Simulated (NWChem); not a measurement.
# C4H3F; SMILES C#CC(=C)F

```xyz
8

C      0.0449     2.1991     0.0000
C     -0.0094     0.9755     0.0000
C     -0.0596    -0.4515     0.0000
C     -1.1801    -1.2018     0.0000
F      1.1567    -1.0434     0.0000
H      0.0892     3.2796     0.0000
H     -2.1650    -0.7186     0.0000
H     -1.1092    -2.2985     0.0000
```
Atoms are numbered in this order, from 1.

Computed with NWChem. Pople sets run with spherical d functions. Medium grid unless said otherwise, to which SCAN and Minnesota functionals are sensitive. Structure relaxed at the PBE-D3(BJ)/def2-SVP level.

Task: Estimate the computed values for MN15-L/6-31G*. Quantities: highest occupied level (eV); orbital gap (eV); dipole (D).

Result: 
```json
{
 "highest occupied level (eV)": "-6.12",
 "orbital gap (eV)": "4.84",
 "dipole (D)": "1.46"
}
```
